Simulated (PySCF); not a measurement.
V⁺ (vanadium, charge +1): UHF calculation

Configuration: [Ar] 3d4, high-spin 5D determinant. All numbers are calculated (PySCF 2.14, no relativity, point nucleus, in def2-TZVP).

- Total energy: -942.656164 hartree
- One-electron energy: -1292.4136 hartree
- Hartree (Coulomb) energy: 394.0902 hartree
- Exchange energy: -44.3328 hartree
- Kinetic energy: 942.49587 hartree
- ⟨S²⟩: 6.0009
- ⟨L²⟩: 6.017
- Sum of ⟨r⟩: 16.38 bohr
- Sum of ⟨r²⟩: 21.63 bohr²
- Traceless quadrupole moment −½Σ⟨3z² − r²⟩ along its main axis: -0.879 e·bohr²
- Density at the nucleus (Gaussians lack the cusp): 7950 bohr⁻³
- Spin density at the nucleus: -0.627 bohr⁻³
- Langevin diamagnetic susceptibility: -17.1 ×10⁻⁶ cm³/mol
- Time after the integrals: 0.16 s of wall time on 1 thread of Neoverse-V2 (shared host)

```json
{"shell": "1s β", "electrons": "1", "mean orbital energy (eV)": "-5485.3", "spread (eV)": "0", "rms radius, mean of both spins (bohr)": "0.0776"}
{"shell": "1s α", "electrons": "1", "mean orbital energy (eV)": "-5485.3", "spread (eV)": "0", "rms radius, mean of both spins (bohr)": "0.0776"}
{"shell": "2s α", "electrons": "1", "mean orbital energy (eV)": "-651.83", "spread (eV)": "0", "rms radius, mean of both spins (bohr)": "0.335"}
{"shell": "2s β", "electrons": "1", "mean orbital energy (eV)": "-650.00", "spread (eV)": "0", "rms radius, mean of both spins (bohr)": "0.335"}
{"shell": "2p α", "electrons": "3", "mean orbital energy (eV)": "-547.17", "spread (eV)": "0.056", "rms radius, mean of both spins (bohr)": "0.304"}
{"shell": "2p β", "electrons": "3", "mean orbital energy (eV)": "-545.34", "spread (eV)": "0.587", "rms radius, mean of both spins (bohr)": "0.304"}
{"shell": "3s α", "electrons": "1", "mean orbital energy (eV)": "-91.721", "spread (eV)": "0", "rms radius, mean of both spins (bohr)": "1.04"}
{"shell": "3s β", "electrons": "1", "mean orbital energy (eV)": "-84.890", "spread (eV)": "0", "rms radius, mean of both spins (bohr)": "1.04"}
{"shell": "3p α", "electrons": "3", "mean orbital energy (eV)": "-61.451", "spread (eV)": "1.032", "rms radius, mean of both spins (bohr)": "1.13"}
{"shell": "3p β", "electrons": "3", "mean orbital energy (eV)": "-52.935", "spread (eV)": "1.669", "rms radius, mean of both spins (bohr)": "1.13"}
{"shell": "3d α", "electrons": "4", "mean orbital energy (eV)": "-15.943", "spread (eV)": "1.496", "rms radius, mean of both spins (bohr)": "1.66"}
```
